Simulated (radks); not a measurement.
The numbers below are computed, except where a source is named.
Q: Nd I, configuration [Xe] 4f4 5d0.5 6s1.5 (fractional occupations, a model configuration). Level of theory: Dirac Kohn-Sham, PBE, spin-unpolarised, spherical densities, finite nucleus; open shells fill j = l - 1/2 first; Fermi nuclear charge, rms radius 4.9123 fm (a radial shooting solver on a logarithmic mesh with Libxc functionals).

Spin-orbit splittings of the eigenvalues, e(l+1/2) - e(l-1/2), with zeta = 2 splitting/(2l+1) and mean radii in bohr:

shell  occ.  splitting (eV)  zeta (eV)  <r> j=l-1/2  <r> j=l+1/2
2p        6           520.1      346.7      0.08422      0.09063
3p        6           103.8      69.21       0.2556       0.2681
3d       10           22.44      8.976       0.2394       0.2433
4p        6           22.50      15.00       0.6238       0.6520
4d       10               ?          ?       0.7014       0.7115
4f        4          0.3979     0.1137        1.138        1.171
5p        6           2.996      1.997        1.672        1.766
5d      0.5          0.1517    0.06067        3.435        3.568

Estimate the 4d splitting.

A: 3.976 eV (zeta = 1.590 eV).
